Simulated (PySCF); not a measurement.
H₆Se, SMILES [SeH6]. Atoms are numbered in the order given.

```xyz
7

Se     0.0000     0.0000     0.0000
H      0.0000     1.5613     0.0000
H      0.0000    -1.5613     0.0000
H     -1.5613     0.0000     0.0000
H      1.5613     0.0000     0.0000
H      0.0000     0.0000     1.5613
H      0.0000     0.0000    -1.5613
```
Charge 0, spin multiplicity 1.

Geometry optimised at B3LYP-D3(BJ)/def2-TZVP.

Method: TDA-ωB97X/def2-TZVPD (PySCF).

Vertical excitations; the highest root listed may be one member of a degenerate set. The molecule is in vacuum. State labels are in the subgroup D2h.

```
state  symmetry  energy (eV)  λ (nm)      f                                                               main pairs
-----  --------  -----------  ------  -----  -----------------------------------------------------------------------
S1           Ag         4.45     279  0.000                                               HOMO→LUMO (degenerate set)
S2           Ag         4.45     279  0.000                                             HOMO−1→LUMO (degenerate set)
S3          B1u         6.92     179  0.237                              HOMO−1→LUMO+1, HOMO→LUMO+1 (degenerate set)
S4          B2u         6.92     179  0.237                                             HOMO→LUMO+2 (degenerate set)
S5          B3u         6.92     179  0.237                                           HOMO−1→LUMO+3 (degenerate set)
S6          B3u         6.97     178  0.000                                             HOMO→LUMO+3 (degenerate set)
S7          B1u         6.97     178  0.000                              HOMO→LUMO+1, HOMO−1→LUMO+1 (degenerate set)
S8          B2u         6.97     178  0.000                                           HOMO−1→LUMO+2 (degenerate set)
S9          B1g         7.47     166  0.000                              HOMO→LUMO+4, HOMO−1→LUMO+4 (degenerate set)
S10         B3g         7.47     166  0.000                                             HOMO→LUMO+6 (degenerate set)
T1           Ag         3.55     349      0                                               HOMO→LUMO (degenerate set)
T2           Ag         3.55     349      0                                             HOMO−1→LUMO (degenerate set)
T3          B1u         6.45     192      0  HOMO−1→LUMO+1, HOMO→LUMO+1, HOMO−1→LUMO+7, HOMO→LUMO+7 (degenerate set)
T4          B2u         6.45     192      0                                HOMO→LUMO+2, HOMO→LUMO+8 (degenerate set)
```
Triplets are in the Tamm–Dancoff approximation.
